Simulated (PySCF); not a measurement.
System: CH5GeO2 (charge 0, doublet). It need not be the lowest isomer of its formula. SMILES: [OH][Ge]([OH])[CH3]
Coordinates optimised at B3LYP-D3(BJ)/def2-TZVP (Ansatz):
```xyz
9

C      1.8104    -0.4229    -0.2271
Ge    -0.1705    -0.2319    -0.1779
O     -0.4514     1.4419    -0.7582
O     -0.7610    -0.1350     1.5323
H      2.1584    -0.2634    -1.2458
H      2.2100     0.3464     0.4341
H      2.1035    -1.4120     0.1184
H     -1.2494     1.8263    -0.3771
H     -0.9289    -0.9945     1.9325
```
Charge 0, spin multiplicity 2.

Dispersion corrections to the total energy (kcal/mol) from the dftd3 and dftd4 libraries through PySCF: D3(BJ) without and D4 with the three-body term, each with the damping fitted for the functional named.

```csv
functional,D3(BJ),D4
BP86,-5.78,-4.78
HSE06,-2.37,-2.80
revPBE,[?],-10.81
BLYP,[?],-7.89
BHLYP,-5.11,[?]
TPSSh,-4.06,-4.35
PBE,-3.47,-3.57
```

**Question.** Fill in the missing entries.

**Answer.** 
- revPBE, D3(BJ): -8.62
- BLYP, D3(BJ): -7.60
- BHLYP, D4: -4.46
